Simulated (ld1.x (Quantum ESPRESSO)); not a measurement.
# What one change does to a pseudopotential (tin (Sn), TM)

ld1.x (Quantum ESPRESSO) 7.5 input, shortened:

```
&input
   title='Sn', zed=50., rel=1, dft='PBESOL', iswitch=3,
   config='[Kr] 4d10 5s2 5p2 5d-2'
 /
 &inputp
   pseudotype=2, tm=.true., lloc=-1, rcloc=2.15,
   nlcc=.true., new_core_ps=.true., rcore=1.20
 /
3
5S  1  0   2.00   0.00  1.55  1.55  0.0
5P  2  1   2.00   0.00  2.80  2.80  0.0
5D  3  2  -2.00   0.05  3.05  3.05  0.0
 &test
   configts(1)='5s2 5p2'
 /
```

All-electron outer shells of the reference configuration (PBEsol, scalar-relativistic, ld1.x):

```csv
shell,level (eV),outermost node (bohr),outermost maximum (bohr)
4p,-89.56,0.41,0.79
4d,-25.79,0.39,0.88
5s,-10.59,0.98,2.01
5p,-3.71,1.09,2.55
```

Change: functional LDA (PZ).

Cutoffs: the cutoffs (Ry, on a coarse ladder) from which the occupation-weighted sum of valence levels, in a spherical-Bessel basis at the reference potential, stays within 10 and 1 mRy of its value at 400 Ry; they do not see the model core or the augmentation charge, which bear on the density cutoff. Errors are all-electron minus pseudo energies relative to the spin-unpolarised reference configuration.

Task: How do hardness, ghosts and transferability respond?

Result: The potential gets neither clearly harder nor softer (35 Ry and 100 Ry → 35 Ry and 100 Ry); the number of tests with a reliable result goes from 7 to 9; the errors of the 7 common tests hardly move; neither file shows a bound ghost.

| quantity | base | changed |
| --- | --- | --- |
| cutoff, loose | 35 Ry | 35 Ry |
| cutoff, tight | 100 Ry | 100 Ry |
| bound ghosts | none | none |
| error for 5s2 5p1, meV [ΔE 6.90 → 7.10 eV] | -6.5 | -6.3 |
| error for 5s2 5p0, meV [ΔE 20.87 → 21.36 eV] | -57 | -53 |
| error for 5s1 5p0, meV [ΔE 51.88 → 52.81 eV] | -315 | -290 |
| error for 5s1 5p2, meV [ΔE 14.58 → 14.83 eV] | -27 | -26 |
| error for 5s2 5p2.3, meV [ΔE -0.85 → -0.90 eV] | +0.2 | +0.2 |
| error for 5s0 5p4, meV [ΔE 14.25 → 14.40 eV] | -62 | -56 |
| error for 5s1 5p3, meV [ΔE 7.01 → 7.07 eV] | -14 | -12 |
| s: phases at 3.30 bohr within 0.05 rad from the reference energy up to (Ry; the scan ends near 5) | 0.3 | 0.2 |
| p: phases at 3.30 bohr within 0.05 rad from the reference energy up to (Ry; the scan ends near 5) | 1.5 | 1.4 |
| d: phases at 3.30 bohr within 0.05 rad from the reference energy up to (Ry; the scan ends near 5) | 0.5 | 0.5 |
